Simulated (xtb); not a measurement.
xtb input (GFN2-xTB):

```bash
xtb mol.xyz --gfn 2 --ohess tight --chrg 0 --uhf 0
```
mol.xyz:
```
6

O     -1.53797596    -0.26691490     0.11417011
Al     0.04282380     0.48094526     0.00996564
O      1.36155043    -0.57064545    -0.06800277
H     -1.66849414    -1.22820193     0.13239282
H      0.09649269     2.04945518    -0.05145141
H      2.28788253    -0.22597015    -0.13905573
```

End of the output:

```
   ------------------------------------------------------------------------

         :::::::::::::::::::::::::::::::::::::::::::::::::::::
         ::                  THERMODYNAMIC                  ::
         :::::::::::::::::::::::::::::::::::::::::::::::::::::
         :: total free energy         -10.862999259339 Eh   ::
         ::.................................................::
         :: total energy              -10.869813419149 Eh   ::
         :: zero point energy           0.032672090962 Eh   ::
         :: G(RRHO) w/o ZPVE           -0.025857931153 Eh   ::
         :: G(RRHO) contrib.            0.006814159810 Eh   ::
         :::::::::::::::::::::::::::::::::::::::::::::::::::::

optimized geometry written to: xtbopt.xyz

           -------------------------------------------------
          | TOTAL ENERGY              -10.869813419149 Eh   |
          | TOTAL ENTHALPY            -10.831094659516 Eh   |
          | TOTAL FREE ENERGY         -10.862999259339 Eh   |
          | GRADIENT NORM               0.000610557350 Eh/α |
          | HOMO-LUMO GAP               5.638195784932 eV   |
           -------------------------------------------------

------------------------------------------------------------------------
------------------------------------------------------------------------
 total:
 SCF:
Note: The following floating-point exceptions are signalling: IEEE_UNDERFLOW_FLAG IEEE_DENORMAL
normal termination of xtb
 ANC optimizer:
 analytical hessian:
```
